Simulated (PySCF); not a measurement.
An equivalent PySCF input for Kr²⁺ (krypton, charge +2), [Ar] 3d10 4s2 4p4, high-spin 3P determinant, with a scalar-relativistic core potential:

```python
from pyscf import gto, scf, dft, mp, cc
import basis_set_exchange as bse
txt = bse.get_basis("cc-pVDZ-PP", elements=["Kr"], fmt="nwchem", header=False)
cut = txt.index("\nECP")
mol = gto.M(atom="Kr 0 0 0", charge=2, spin=2, symmetry="D2h",
            basis=gto.basis.parse(txt[:cut]),
            ecp={"Kr": gto.basis.parse_ecp(txt[cut:])})
mf = dft.UKS(mol, xc="LDA,VWN")
mf.irrep_nelec = {'Ag': (4, 4), 'B1g': (1, 1), 'B2g': (1, 1), 'B3g': (1, 1), 'B1u': (2, 1), 'B2u': (2, 2), 'B3u': (2, 1)}
mf.kernel()
```

It reaches the same state as the run whose output follows, with an energy that differs only through the grid. The run itself started from symmetry-adapted Hartree-Fock orbitals and held the occupation by maximum overlap, on a logarithmic radial grid, so the iterations belong to that start.

```
SCF conv_tol = 1e-09
number electrons alpha = 13  beta = 11
XC functionals = LDA,VWN
    P. A. M. Dirac.,  Math. Proc. Cambridge Philos. Soc. 26, 376 (1930)
    F. Bloch.,  Z. Phys. 57, 545 (1929)
    S. H. Vosko, L. Wilk, and M. Nusair.,  Can. J. Phys. 58, 1200 (1980)
cycle= 1 E= -461.491956233693  delta_E= -0.00963  |g|= 0.0387  |ddm|= 0.214
cycle= 2 E= -461.492171359367  delta_E= -0.000215  |g|= 0.0115  |ddm|= 0.0322
cycle= 3 E= -461.492198784691  delta_E= -2.74e-05  |g|= 0.000953  |ddm|= 0.0182
cycle= 4 E= -461.49219919642  delta_E= -4.12e-07  |g|= 1.11e-05  |ddm|= 0.00295
cycle= 5 E= -461.492199196499  delta_E= -7.89e-11  |g|= 6.82e-07  |ddm|= 4.17e-05
converged SCF energy = -461.492199196499  <S^2> = 2.0006473  2S+1 = 3.0004315
```

Energies and moments cover only the electrons outside the core potential.
